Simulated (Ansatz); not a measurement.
`B[NH][AlH2]` + `CCN` → `CC[NH][AlH2]` + `BN` at 600 K and 1 bar (ligand exchange at the Al–N bond).

Computed with Ansatz on PBE0-D4/def2-TZVP structures; ΔE is electronic, products minus reactants. CBS: MP2 limit from def2 TZ/QZ plus the TZ coupled-cluster correction, frozen cores. This one scheme is used for every species. One conformer a species, not always the lowest.

```tsv
species	CCSD(T)/CBS energy (Eh)	H − E (kJ/mol)	S (J/(mol·K))
`B[NH][AlH2]`	-324.56557	181.5	358.2
`CCN`	-135.01652	286.3	335.4
`CC[NH][AlH2]`	-377.65408	312.5	414.9
`BN`	-81.93499	155.9	270.2
```

H − E and S are ideal-gas, rigid-rotor, harmonic terms from PBE0-D4/def2-TZVP, for one conformer and one mirror image of each species. 1 Eh = 2625.50 kJ/mol, R = 8.31446 J/(mol·K).

Question: By hand: ΔE, ΔH, ΔS and ΔG.

Answer: ΔE = (-377.65408) + (-81.93499) − (-324.56557) − (-135.01652) = -0.00698 Eh = -18.3 kJ/mol. Δ(H − E) = 312.5 + 155.9 − 181.5 − 286.3 = 0.6, so ΔH = -17.7 kJ/mol. ΔS = 414.9 + 270.2 − 358.2 − 335.4 = -8.5 J/(mol·K). ΔG = -17.7 − 600 × (-8.5)/1000 = -12.6 kJ/mol.

Question: By hand: the equilibrium constant, and the temperature at which ΔG would vanish if ΔH and ΔS stayed fixed.

Answer: log₁₀ K = −ΔG/(RT ln 10) = 1.1. ΔG = 0 at ΔH/ΔS = 2082 K, though so small a ΔS makes that figure unsure.

The number of gas molecules stays the same, so ΔS is small and ΔH decides. A doubt of 5 kJ/mol in ΔE shifts log₁₀ K by 0.4 here. Other conformers and mirror images would add mixing entropy, several J/(mol·K) or more a flexible species. These are equilibria of isolated gas molecules and say nothing of rates. Largest T1 diagnostic: 0.012 (customary marks: 0.02 for closed shells, 0.045 for open ones).
